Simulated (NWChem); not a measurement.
CH₄Cl₂OSn; SMILES [CH3][Sn]([OH])([Cl])[Cl]

```xyz
9

C     -1.7444     1.5055     0.0000
Sn    -0.2628    -0.0124     0.0000
O     -1.1397    -1.7730     0.0000
Cl     1.1532     0.0890    -1.8680
Cl     1.1532     0.0890     1.8680
H     -1.6220     2.1196     0.9013
H     -1.6220     2.1196    -0.9013
H     -2.7267     1.0147     0.0000
H     -0.5133    -2.5073     0.0000
```
Atoms are numbered in this order, from 1.

Results from NWChem. Medium grid unless said otherwise, to which SCAN and Minnesota functionals are sensitive. Geometry: optimised at PBE0/def2-SVP. No frequency run checked for a minimum. def2 effective core potentials on Sn; no spin-orbit coupling. Hybrids' shares of exact exchange are those that their runs print; pure functionals count as 0. The functionals differ in more than this share.

```
row                    share of exact exchange  orbital gap (eV)
---------------------  -----------------------  ----------------
PBE/def2-SVP                              0.00              4.61
OLYP/def2-SVP                             0.00              4.67
B3LYP/def2-SVP                            0.20              6.57
MN15/def2-SVP                             0.44              8.42
M05-2X/def2-SVP                           0.56          withheld
Hartree-Fock/def2-SVP                     1.00             14.27
```

Question: Fit a straight line of the last column on the one before it, predict the withheld value, and compare with the run.

Answer: 
1. Means of the 5 shown rows: x = 0.328, y = 7.708. Slope Σ(x − x̄)(y − ȳ)/Σ(x − x̄)² = 6.648/0.6957 = 9.556; intercept 4.574.
2. The shown rows scatter about the line by 0.182 (root mean square); the largest residual is -0.36, at MN15/def2-SVP.
3. At x = 0.56 (M05-2X/def2-SVP; inside the shown range) the line gives 9.93.
4. The run gives 9.84, -0.09 from the line, 0.5 times the scatter.
